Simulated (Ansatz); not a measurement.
Relaxation of CH7BClN (11 atoms, charge 0, multiplicity 1), to a largest force component of 0.03 eV/Å in at most 50 steps.

All numbers below come from Ansatz, RKS PBE0-D4/6-31G*.

```xyz
11
Properties=species:S:1:pos:R:3
B 0.020 -0.616 -0.272
C -0.148 0.048 2.460
H -0.747 0.178 3.367
H 0.905 -0.060 2.740
H -0.264 0.933 1.831
H 1.070 -0.088 -0.084
Cl -1.310 0.279 -1.022
N -0.174 -2.039 0.007
H -1.034 -2.522 -0.211
H 0.575 -2.623 0.349
H -0.476 -0.855 1.922
```

Problem. Where does it end, and by what steps?

Solution. It converged. The force dipped under the threshold on the way, but the program's further checks kept it going. After 18 steps the energy has fallen by 0.318 eV; H11 moved furthest, 0.55 Å.

| step | energy less start (eV) | largest force component (eV/Å) | accepted |
| --- | --- | --- | --- |
| 0 | 0.0000 | 2.689 | yes |
| 1 | -0.2021 | 0.894 | yes |
| 2 | -0.2881 | 0.308 | yes |
| 3 | -0.3030 | 0.236 | yes |
| 4 | -0.3050 | 0.265 | yes |
| 5 | -0.3134 | 0.061 | yes |
| 6 | -0.3144 | 0.058 | yes |
| 7 | -0.3141 | 0.152 | no |
| 8 | -0.3122 | 0.202 | no |
| 9 | -0.3150 | 0.009 | yes |
| 10 | -0.3160 | 0.027 | yes |
| 11 | -0.3153 | 0.146 | no |
| 12 | -0.3167 | 0.050 | yes |
| 13 | -0.3170 | 0.058 | yes |
| 14 | -0.3174 | 0.046 | yes |
| 15 | -0.3176 | 0.063 | yes |
| 16 | -0.3174 | 0.088 | no |
| 17 | -0.3179 | 0.027 | yes |
| 18 | -0.3181 | 0.021 | yes |

```xyz
11
Properties=species:S:1:pos:R:3
B 0.128 -0.816 -0.598
C -0.212 0.208 2.817
H -0.661 0.363 3.801
H 0.871 0.350 2.883
H -0.630 0.926 2.107
H 1.235 -0.388 -0.481
Cl -1.162 0.278 -1.138
N -0.169 -2.144 -0.329
H -1.094 -2.538 -0.421
H 0.536 -2.798 -0.025
H -0.425 -0.807 2.472
```

Whether the end is a true minimum wasn't checked by a vibrational analysis.

The run took 27 s on 1 thread of AMD EPYC 9R45 96-Core Processor (Zen 5) (shared host), peak memory 0.17 GiB.
